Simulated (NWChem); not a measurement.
System meant: CH₅NOSi₂; SMILES C1=N[SiH2][SiH2]O1

Here is an NWChem input.

```
start job
memory heap 200 mb stack 900 mb global 1100 mb
geometry units angstroms noautosym nocenter noautoz
  C      1.604487    -0.061477     0.000000
  N      1.046748    -1.204806     0.000000
  Si    -0.720762    -1.191322     0.000000
  Si    -0.732473     1.155259     0.000000
  O      0.998157     1.163657     0.000000
  H      2.690803     0.055813     0.000000
  H     -1.267638    -1.861052     1.208503
  H     -1.267638    -1.861052    -1.208503
  H     -1.186911     1.888127    -1.209564
  H     -1.186911     1.888127     1.209564
end
basis spherical
  C library 6-31g*
  N library 6-31g*
  Si library 6-31g*
  O library 6-31g*
  H library 6-31g*
end
dft
  xc m06-l
  iterations 150
end
property
  shielding 8 1 2 3 4 5 6 7 9
end
task dft property
```

End of the output:

```
 Vector   30  Occ=0.000000D+00  E= 8.658060D-03
              MO Center= -9.5D-01, -3.5D-01, -4.4D-11, r^2= 5.4D+00
   Bfn.  Coefficient  Atom+Function         Bfn.  Coefficient  Atom+Function
  ----- ------------  ---------------      ----- ------------  ---------------
    56     -1.192188   4 Si s                38      1.181254   3 Si s
    58      0.963670   4 Si py               40      0.937350   3 Si py
    39     -0.550374   3 Si px               35     -0.321254   3 Si px
    36      0.305132   3 Si py               54      0.285355   4 Si py
    82     -0.231856   7 H  s                84     -0.231856   8 H  s

 center of mass
 --------------
 x =   0.12815033 y =   0.00194078 z =   0.00000000

 moments of inertia (a.u.)
 ------------------
         496.870956763078          -1.663682531090           0.000000000000
          -1.663682531090         394.639274555433           0.000000000000
           0.000000000000           0.000000000000         849.423079324630

     Multipole analysis of the density
     ---------------------------------

     L   x y z        total         alpha         beta         nuclear
     -   - - -        -----         -----         ----         -------
     0   0 0 0     -0.000000    -27.000000    -27.000000     54.000000

     1   1 0 0     -0.528312     -2.508989     -2.508989      4.489666
     1   0 1 0      0.312102      0.050384      0.050384      0.211334
     1   0 0 1     -0.000000     -0.000000     -0.000000      0.000000

     2   2 0 0    -30.925341   -121.063563   -121.063563    211.201786
     2   1 1 0      0.843290     -0.351923     -0.351923      1.547136
     2   1 0 1     -0.000000     -0.000000     -0.000000      0.000000
     2   0 2 0    -36.037895   -149.489023   -149.489023    262.940150
     2   0 1 1      0.000000      0.000000      0.000000      0.000000
     2   0 0 2    -33.300367    -27.090278    -27.090278     20.880189

          -----------------------------------------
          Chemical Shielding Tensors (GIAO, in ppm)
          -----------------------------------------

 ------------------------------------------------------------------------
  xm06: d2 not coded                    0
 ------------------------------------------------------------------------
 ------------------------------------------------------------------------
  current input line :
    29: task dft property
 ------------------------------------------------------------------------
 ------------------------------------------------------------------------
 This error has not yet been assigned to a category
 ------------------------------------------------------------------------
 For more information see the NWChem manual at https://nwchemgit.github.io

0: xm06: d2 not coded:Received an Error in Communication
```

Problem. Can this run be used? If not, why, and what is the fix?

Solution. The run crashed. Cause: this functional's second derivatives, which shieldings need, aren't coded here; the fix takes a hybrid GGA instead. This input runs:
```
start job
memory heap 200 mb stack 900 mb global 1100 mb
geometry units angstroms noautosym nocenter noautoz
  C      1.604487    -0.061477     0.000000
  N      1.046748    -1.204806     0.000000
  Si    -0.720762    -1.191322     0.000000
  Si    -0.732473     1.155259     0.000000
  O      0.998157     1.163657     0.000000
  H      2.690803     0.055813     0.000000
  H     -1.267638    -1.861052     1.208503
  H     -1.267638    -1.861052    -1.208503
  H     -1.186911     1.888127    -1.209564
  H     -1.186911     1.888127     1.209564
end
basis spherical
  * library 6-31g*
end
dft
  xc pbe0
  iterations 150
end
property
  shielding 8 1 2 3 4 5 6 7 9
end
task dft property
```
It converges to -749.63020 Ha (PBE0/6-31G* (spherical d), GIAO).
